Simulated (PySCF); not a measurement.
A side-by-side comparison of computed properties.

First species: C2H8N2OSi.
Z-matrix (Å and degrees, GFN2-xTB geometry), rows numbered from 1:
```
C 
C   1  1.5123
O   2  1.2170  1  122.61
N   2  1.3452  1  117.47  3   179.77
Si  4  1.7594  2  117.76  1  -179.44
N   5  1.7171  4  106.22  2   -63.75
H   1  1.0865  2  112.14  3   174.93
H   1  1.0878  2  109.07  3    53.22
H   1  1.0885  2  108.76  3   -63.86
H   4  1.0054  2  118.82  1     0.62
H   5  1.4629  4  106.66  2    64.31
H   5  1.4619  4  103.74  2  -176.60
H   6  1.0100  5  115.71  4    51.87
H   6  1.0074  5  118.73  4  -174.29
```

Second species: C4H7F4Si (charge +1).
Z-matrix (Å and degrees, GFN2-xTB geometry), rows numbered from 1:
```
C 
Si  1  1.8723
C   2  1.9209  1  124.33
F   3  1.3720  2  106.92  1  -162.36
C   2  1.8996  1  123.98  3   176.45
C   5  1.5279  2  107.87  1   -64.80
F   6  1.3414  5  110.51  2   -58.07
F   6  1.3157  5  112.88  2  -179.96
F   6  1.3446  5  110.32  2    58.64
H   1  1.0935  2  112.52  3    -1.80
H   1  1.0934  2  111.40  3   118.81
H   1  1.0938  2  111.11  3  -122.79
H   3  1.0978  2  113.51  1    79.99
H   3  1.0958  2  113.39  1   -44.41
H   5  1.0990  2  112.39  1   176.26
H   5  1.0947  2  113.41  1    54.03
```

Levels: PBE0/def2-SVPD for HOMO energy, LUMO energy, HOMO–LUMO gap, static isotropic polarisability and electronic spatial extent ⟨r²⟩ about the centre of nuclear charge; TDDFT PBE0/def2-SVPD for lowest singlet excitation; TDA PBE0/def2-SVPD for lowest triplet excitation (Tamm–Dancoff); GFN2-xTB for rotational constant A and rotational constant C. Geometries: GFN2-xTB. Each species is one conformer at its optimised geometry, gas phase, non-relativistic unless stated; the electronic structure was computed with PySCF and density fitting.

The conformers computed, where there is a choice (atom-mapped SMILES and torsion angles):
- `[CH3:1][C:2](=[O:3])[NH:4][SiH2:5][NH2:6]`: C1–C2–N4–Si5 -179°, C2–N4–Si5–N6 -64°, H–N6–Si5–N4 52°, H–N6–Si5–N4 -174°
- `[CH3:1][Si+:2]([CH2:3][F:4])[CH2:5][C:6]([F:7])([F:8])[F:9]`: C1–Si2–C3–F4 -162°, C1–Si2–C5–C6 -65°, Si2–C5–C6–F7 -58°

Values for the first species:

```
HOMO energy                                                       : -7.43 eV
LUMO energy                                                       : 0.13 eV
HOMO–LUMO gap                                                     : 7.56 eV
Lowest singlet excitation                                         : 5.69 eV
Lowest triplet excitation (Tamm–Dancoff)                          : 5.25 eV
Static isotropic polarisability                                   : 68.9 au
Electronic spatial extent ⟨r²⟩ about the centre of nuclear charge : 817 bohr²
Rotational constant A                                             : 6.142 GHz
Rotational constant C                                             : 1.573 GHz
```

(1) Estimate the same properties for the second species, and the change in each.

## Answers

(1) 
```tsv
property	first	second	second less first
HOMO energy	-7.43 eV	-14.35 eV	-6.92 eV
LUMO energy	0.13 eV	-8.44 eV	-8.57 eV
HOMO–LUMO gap	7.56 eV	5.91 eV	-1.65 eV
lowest singlet excitation	5.69 eV	4.38 eV	-1.31 eV
lowest triplet excitation (Tamm–Dancoff)	5.25 eV	3.95 eV	-1.30 eV
static isotropic polarisability	68.9 au	72.1 au	+3.2 au
electronic spatial extent ⟨r²⟩ about the centre of nuclear charge	817 bohr²	1564 bohr²	+747 bohr²
rotational constant A	6.142 GHz	1.839 GHz	-4.303 GHz
rotational constant C	1.573 GHz	0.694 GHz	-0.879 GHz
```

On the first: No computed singlet falls in the visible range (750 to 380 nm, 1.65 to 3.26 eV); S1 lies 2.43 eV above its blue end. The polarisability is 10.21 Å³ as a volume (1 au = 0.148185 Å³), or 1.23 au for each of the 56 electrons.

On the second: No computed singlet falls in the visible range (750 to 380 nm, 1.65 to 3.26 eV); S1 lies 1.12 eV above its blue end. The principal polarisabilities are 58.5, 78.0 and 79.7 au; their mean is the isotropic value.
